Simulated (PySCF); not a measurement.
Input file for PySCF: D3(BJ) and D4 dispersion corrections on H3NOPb (SMILES [NH2][Pb][OH]), a point of a torsion scan.

```python
from pyscf import gto
from pyscf.dispersion import dftd3, dftd4

mol = gto.M(
    atom='''
    N    -1.23371572   -0.02829600    0.16194563
    Pb    0.39141659   -1.14584288    0.96919734
    O     1.88538122   -0.30517748   -0.30491033
    H    -2.18853758   -0.00225643    0.48358505
    H    -1.16075582    0.61788806   -0.60637873
    H     2.20513974   -0.57285759   -1.15842159
    ''',
    basis='def2-svp',
    charge=0, spin=0, verbose=0, max_memory=1800)
d3, d4 = {}, {}
for xc in ['hf', 'pbe', 'blyp', 'revpbe', 'tpss', 'r2scan', 'b3lyp', 'pbe0', 'bhlyp', 'camb3lyp', 'b2plyp']:
    d3[xc] = float(dftd3.DFTD3Dispersion(mol, xc=xc, version='d3bj', atm=False).get_dispersion()['energy'])
    print(f'D3(BJ) {xc:10s} {d3[xc]:14.8f} Eh')
for xc in ['hf', 'pbe', 'blyp', 'revpbe', 'tpss', 'r2scan', 'b3lyp', 'pbe0', 'bhlyp', 'camb3lyp', 'b2plyp']:
    d4[xc] = float(dftd4.DFTD4Dispersion(mol, xc={'camb3lyp': 'cam-b3lyp'}.get(xc, xc), atm=True).get_dispersion()['energy'])
    print(f'D4     {xc:10s} {d4[xc]:14.8f} Eh')
```

Program output:

```
D3(BJ) hf            -0.02937453 Eh
D3(BJ) pbe           -0.00337733 Eh
D3(BJ) blyp          -0.00782782 Eh
D3(BJ) revpbe        -0.00815905 Eh
D3(BJ) tpss          -0.00441324 Eh
D3(BJ) r2scan        -0.00090056 Eh
D3(BJ) b3lyp         -0.00653183 Eh
D3(BJ) pbe0          -0.00307079 Eh
D3(BJ) bhlyp         -0.00568551 Eh
D3(BJ) camb3lyp      -0.00305094 Eh
D3(BJ) b2plyp        -0.00333900 Eh
D4     hf            -0.01239439 Eh
D4     pbe           -0.00363043 Eh
D4     blyp          -0.00790741 Eh
D4     revpbe        -0.00982014 Eh
D4     tpss          -0.00486210 Eh
D4     r2scan        -0.00078668 Eh
D4     b3lyp         -0.00597618 Eh
D4     pbe0          -0.00305333 Eh
D4     bhlyp         -0.00519367 Eh
D4     camb3lyp      -0.00314677 Eh
D4     b2plyp        -0.00248570 Eh
```

The run finished.

Cost: very roughly 0.020 core-seconds.
